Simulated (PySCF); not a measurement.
# Name the molecule from its bond curve

A diatomic of charge 0 contains Hg. Its triplet curve at CAM-B3LYP in a double-zeta basis (scalar-relativistic core potentials, PySCF), in eV from the separated fragments:

| R (Å) | E (eV) |
| --- | --- |
| 1.891 | 0.020 |
| 1.979 | -0.237 |
| 2.067 | -0.376 |
| 2.133 | -0.429 |
| 2.199 | -0.452 |
| 2.265 | -0.454 |
| 2.353 | -0.436 |
| 2.463 | -0.395 |
| 2.595 | -0.336 |
| 2.771 | -0.258 |

The fit gives ωe = 299 cm⁻¹ and the rotational constant Bₑ = 0.2969 cm⁻¹.

Problem. Which atom is the partner?

Solution. The minimum lies at 2.239 Å, so the reduced mass is 16.8576 u Å² cm⁻¹/(Bₑ·Re²) = 11.33 u. With Hg at 201.97 u the partner weighs about 12.0 u: C. The molecule is HgC.

Spin–orbit coupling is left out. The state is the lowest determinant that a PBE0 search found; another state may lie lower at other levels.
